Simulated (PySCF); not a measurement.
Compound: C7H14.
SMILES: `CCC[C@@H]1C[C@H]1C`

The calculation used TDDFT PBE0/def2-SVPD, vertical, gas phase, core orbitals frozen in the response (PySCF). One conformer (not necessarily the lowest) at the GFN2-xTB geometry, without solvent, vibrations or thermal averaging. Torsions of this conformer, `[CH3:1][CH2:2][CH2:3][C@@H:4]1[CH2:5][C@H:6]1[CH3:7]`: C1–C2–C3–C4 178°, C2–C3–C4–C5 -83°.

Task: Predict the UV-vis stick spectrum at this level.

Result: 

| state | E (eV) | λ (nm) | f | main configurations (H = HOMO, L = LUMO) |
| --- | --- | --- | --- | --- |
| S1 | 7.42 | 167.1 | 0.014 | H→L (87%), H→L+1 (11%) |
| S2 | 7.61 | 162.9 | 0.0040 | H→L+2 (89%) |
| S3 | 7.74 | 160.3 | 0.0016 | H-1→L (54%), H→L+1 (26%) |
| S4 | 7.79 | 159.1 | 0.013 | H→L+1 (52%), H-1→L (30%) |
| S5 | 7.94 | 156.2 | 0.0083 | H-1→L+2 (91%) |
| S6 | 8.00 | 155.0 | 0.0092 | H→L+3 (88%) |

Triplets (Tamm–Dancoff): T1 7.33 eV, H→L (81%), H→L+1 (15%); T2 7.47 eV, H→L+2 (81%), H→L+1 (8%).

The lowest singlet lies at 7.42 eV (167 nm, vacuum ultraviolet) and is weak; its leading configuration is HOMO→LUMO (87%). The lowest level is also the most intense of those listed (f = 0.014). Löwdin shares by element: HOMO carbon 68% or more (atoms not listed hold the other 32%); LUMO carbon 40% or more (atoms not listed hold the other 60%). The oscillator strengths of these states sum to 0.050; summed over the whole spectrum of an exact calculation they would give the number of electrons, 56 (Thomas–Reiche–Kuhn). Orbital energies (eV): HOMO-3 -9.29, HOMO-2 -9.21, HOMO-1 -7.92, HOMO -7.57, LUMO 0.91, LUMO+1 1.20, LUMO+2 1.24. The listed states span 0.58 eV, and the widest gap between neighbours is 0.19 eV (S1 to S2). Singlets were solved by full linear response, triplets in the Tamm–Dancoff approximation.

Without π bonds the low states may be Rydberg-like; a valence basis with one diffuse set may place them up to an eV too high.
